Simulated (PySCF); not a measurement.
# CCl₄ + 2 Br₂ → CBr₄ + 2 Cl₂

Level: PBE in the def2-SVP basis family, all electrons, no relativity, computed in PySCF with density fitting; open shells unrestricted.

| species | state and structure | ZPE (kJ/mol) | H(298 K) − H(0) (kJ/mol) | S° (J/(mol K)) |
| --- | --- | --- | --- | --- |
| CCl₄ | singlet, Td, C–Cl 1.789 Å (×4) | 23.8 | 17.5 | 311.8 |
| Br₂ | singlet, D∞h, Br–Br 2.326 Å | 1.8 | 9.8 | 245.8 |
| CBr₄ | singlet, Td, C–Br 1.957 Å (×4) | 17.4 | 20.6 | 359.6 |
| Cl₂ | singlet, D∞h, Cl–Cl 2.054 Å | 2.9 | 9.3 | 223.9 |

Q: Is the gas-phase reaction uphill or downhill in electronic energy at this level, and by how much?

A: At PBE/def2-SVP, ΔE = 169.7 kJ/mol, uphill. 

Q: Add zero-point, thermal and entropy terms for 298.15 K and 1 bar.

A: ΔZPE = -4.2 and Δ[H(298) − H(0)] = 2.1 kJ/mol give ΔH° = 167.6 kJ/mol. ΔS° = 4.0 J/(mol K), so ΔG° = 167.6 − 298.15 × (0.0040) = 166 kJ/mol.

Each species is the lowest minimum found with this bonding; other isomers or fragments can lie lower.
